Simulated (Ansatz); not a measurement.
`C[As]1C[SiH2]1` + `C[O][Hf]([OH])([OH])[SeH]` → `C[O][Hf]([OH])([SeH])[O]C` + `C1[SiH2][AsH]1`  (substitution at a C–As bond)

Computed with Ansatz on PBE0-D4/def2-TZVP structures; ΔE is electronic, products minus reactants. CCSD(T)/CBS adds triple-zeta CCSD(T) − MP2 to the extrapolated MP2 energy (def2 sets, frozen cores). DFT in def2-TZVPP. def2 core potentials past Kr. For As, Hf, Se outer-core shells are correlated without core-valence functions, which leaves a few kJ/mol of doubt a bond. Scalar relativity is left out up to krypton. One conformer a species, not always the lowest.

`C[As]1C[SiH2]1`:

```xyz
11

C    -0.125    1.601   -0.739
As    0.152    0.847    1.072
C    -0.812   -0.913    0.733
Si    0.976   -1.191    0.354
H    -1.078    2.131   -0.748
H     0.677    2.308   -0.952
H    -0.135    0.831   -1.510
H    -1.217   -1.342    1.646
H    -1.544   -0.870   -0.067
H     1.743   -2.057    1.278
H     1.362   -1.345   -1.067
```

`C[O][Hf]([OH])([OH])[SeH]`:

```xyz
12

C    -2.272    0.857    0.190
O    -0.972    0.405   -0.003
Hf    0.787   -0.318   -0.049
O     1.641   -0.252    1.668
O     0.787   -2.127   -0.692
Se    2.035    1.246   -1.738
H    -2.433    1.141    1.234
H    -2.463    1.731   -0.440
H    -2.994    0.077   -0.075
H     1.995   -0.358    2.544
H     0.588   -2.937   -1.149
H     3.300    0.536   -1.490
```

`C[O][Hf]([OH])([SeH])[O]C`:

```xyz
15

C    -2.804    0.816   -0.379
O    -1.604    0.121   -0.461
Hf    0.153   -0.613   -0.561
O     0.937   -0.434   -2.305
Se   -0.183   -3.144    0.027
O     1.301    0.197    0.733
C     2.123    0.800    1.673
H    -3.021    1.324   -1.324
H    -2.764    1.566    0.418
H    -3.625    0.126   -0.162
H     1.198   -0.249   -3.200
H     1.235   -3.412   -0.264
H     2.411    0.080    2.446
H     3.034    1.184    1.201
H     1.608    1.636    2.158
```

`C1[SiH2][AsH]1`:

```xyz
8

C     0.015   -0.453    0.855
Si   -0.419    0.850   -0.375
As    1.558   -0.352   -0.486
H    -0.510   -1.401    0.873
H     0.346   -0.136    1.839
H    -0.372    2.258    0.076
H    -1.505    0.566   -1.337
H     0.887   -1.332   -1.444
```

```json
{"level": "r2SCAN-D4", "ΔE (kJ/mol)": "54.5"}
{"level": "CCSD/CBS(def2)", "ΔE (kJ/mol)": "57.4"}
```

**Question.** What does CCSD(T)/CBS give? (An estimate is asked.)

**Answer.** Computed: +59.0 kJ/mol. The listed levels differ from it by -4.5, -1.6 kJ/mol.

Largest T1 diagnostic among the species: 0.014.

The D4 term adds +5.1 kJ/mol with B3LYP and +2.5 kJ/mol with PBE0; it sums over pairs of atoms, weighted by their polarisabilities, and B3LYP, whose exchange is more repulsive, gets the larger term. In def2-TZVPP, CCSD(T) changes the Hartree–Fock value by +15.5 kJ/mol (the triples alone add +1.6 kJ/mol) and MP2 by +24.1 kJ/mol.

B3LYP here is the variant with VWN-RPA as its local correlation; programs differ in this.
